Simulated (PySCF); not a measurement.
Li(Me) cation (CH3Li), SMILES [Li][CH3] (connectivity only; charge and spin as stated), charge +1, multiplicity 2.

Geometry optimised at ωB97X-D3(BJ)/def2-TZVPD. The multiplicity is an assumed one; other spin states were not compared. The isomer is the one that the SMILES or the coordinates give; other isomers of the formula were not compared.

Level of theory: PBE/def2-TZVPD (PySCF).

Isolated molecule, no solvent.

```
Item                                                               Result
------------------------------------------------  -----------------------
total energy                                            -47.07044 hartree
point group                                                           C3v
α spin, highest occupied and lowest empty level       -12.19 and -6.37 eV
β spin, highest occupied and lowest empty level       -15.68 and -9.84 eV
dipole moment about the centre of nuclear charge                1.327 e·Å
mean static polarisability                           16.3 bohr³ (2.41 Å³)
polarisability, principal values                   15.9, 15.9, 17.0 bohr³
⟨S²⟩                                              0.753 (pure state 0.75)
```
